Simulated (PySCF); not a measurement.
## Static response to an electric field

Compound: C5H7F5O.
Numbering: `[CH3:1][O:2][C@H:3]([CH3:4])[C:5]([F:6])([F:7])[C:8]([F:9])([F:10])[F:11]` (hydrogens: H12, H13, H14 on C1; H15 on C3; H16, H17, H18 on C4)

Cartesian coordinates in Å at the PBE0-D3(BJ)/def2-SVP level; atoms count from 1:
```
atom  x, y, z in Å
C1     1.7083   -1.4127   -0.3405
O2     0.9166   -0.7159    0.5850
C3     0.4761    0.5514    0.2132
C4     0.1467    1.3262    1.4725
C5    -0.6914    0.4833   -0.7841
F6    -0.2263    0.1075   -1.9983
F7    -1.2344    1.7097   -0.9253
C8    -1.8393   -0.4921   -0.4486
F9    -1.4301   -1.7507   -0.5286
F10   -2.3063   -0.2725    0.7777
F11   -2.8358   -0.3220   -1.3090
H12    2.1284   -2.2801    0.1863
H13    2.5414   -0.7851   -0.7093
H14    1.1312   -1.7726   -1.2078
H15    1.2616    1.0915   -0.3573
H16   -0.5972    0.7897    2.0749
H17    1.0643    1.4271    2.0674
H18   -0.2358    2.3262    1.2324
```

Level: B3LYP/def2-SVPD (PySCF), static field, nuclei fixed, core orbitals frozen in the response. The polarisability tensor in these axes (au):

```
x   71.96 -3.67  0.72
y   -3.67 71.21  3.84
z    0.72  3.84 68.34
```

Q: Diagonalise the tensor; give its mean and Δα, where Δα² is half the sum of the squared differences of the eigenvalues.

A: Principal values 64.59, 70.97 and 75.95 au; mean 70.50 au = 10.45 Å³ = 11.62 × 10⁻⁴⁰ C²·m²/J; Δα = 9.87 au (14 % of the mean).

Q: What is the dipole moment, and where does it point?

A: (2.16, 0.47, 0.56) D, 2.28 D in size, pointing from the negative to the positive side. Measured along this direction, the outermost atoms are F11 at the negative end and H13 at the positive end.

Q: How large is μ²/3kT at 400 K beside α?

A: In Gaussian units μ²/3kT = 31.46 Å³ against 10.45 Å³, a ratio of 3.01; the Debye molar polarisation (4π/3)N_A(α + μ²/3kT) is 105.7 cm³/mol, leaving out the vibrational part.

Q: What are the principal values of the traceless quadrupole moment, Θ = ½Σq(3rr − r²1), about the centre of nuclear charge?

A: -6.45, 2.45, 4.00 D·Å. The values depend on the origin, since the dipole doesn't vanish. The electronic extent ⟨r²⟩ about the same centre is 1482 bohr², a root-mean-square distance of 2.15 Å for the 90 electrons.

Q: Directions of the eigenvectors, and the extent of the frame along each?

A: Largest value along (-0.61, 0.73, 0.31), where the nuclei span 5.12 Å; middle along (0.70, 0.31, 0.65), 5.44 Å; least along (-0.37, -0.61, 0.70), 2.96 Å. The strongest response doesn't lie along the longest of the three spans.

Isolated species at its PBE0-D3(BJ)/def2-SVP geometry (one conformer only).
